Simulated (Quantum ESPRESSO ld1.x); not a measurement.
All-electron atom: Tl in [Hg] 6p1.

Method: Dirac Kohn-Sham, LDA (Slater exchange, Hedin-Lundqvist correlation), spin-unpolarised, spherical densities, point nucleus; open shells fill j = l - 1/2 first; computed with ld1.x of Quantum ESPRESSO 7.5.

Energy parts (eV):
total: -551777
kinetic: 639482
electron-nucleus: -1394859
Hartree: 213678
exchange-correlation: -10079

Orbitals (lengths in bohr, moments of r in powers of bohr; r(90%) holds 90 % of the orbital's charge):
| orbital | occ. | eigenvalue (eV) | r(90%) |
|---|---|---|---|
| 1s1/2 | 2 | -85422.0 | 0.0299 |
| 2s1/2 | 2 | -15197.1 | 0.107 |
| 2p1/2 | 2 | -14590.1 | 0.0934 |
| 2p3/2 | 4 | -12526.3 | 0.105 |
| 3s1/2 | 2 | -3626.14 | 0.261 |
| 3p1/2 | 2 | -3352.22 | 0.252 |
| 3p3/2 | 4 | -2893.50 | 0.275 |
| 3d3/2 | 4 | -2440.73 | 0.248 |
| 3d5/2 | 6 | -2342.71 | 0.255 |
| 4s1/2 | 2 | -808.081 | 0.562 |
| 4p1/2 | 2 | -690.178 | 0.571 |
| 4p3/2 | 4 | -578.399 | 0.620 |
| 4d3/2 | 4 | -385.810 | 0.647 |
| 4d5/2 | 6 | -364.959 | 0.663 |
| 5s1/2 | 2 | -130.417 | 1.25 |
| 4f5/2 | 6 | -116.047 | 0.741 |
| 4f7/2 | 8 | -111.444 | 0.751 |
| 5p1/2 | 2 | -90.6956 | 1.36 |
| 5p3/2 | 4 | -70.2495 | 1.50 |
| 5d3/2 | 4 | -16.4671 | 2.09 |
| 5d5/2 | 6 | -14.2602 | 2.19 |
| 6s1/2 | 2 | -9.4873 | 3.70 |
| 6p1/2 | 1 | -3.1575 | 5.28 |
| 6p3/2 | 0 | -2.1108 | 6.24 |

The highest occupied level is 6p1/2 at -3.157 eV. The density falls to 0.001 e/bohr^3 at r = 4.51 bohr. Summed over all electrons, <r^2> = 67.49 bohr^2, which gives a Langevin (diamagnetic) susceptibility term of -53.5 x 10^-6 cm^3/mol.
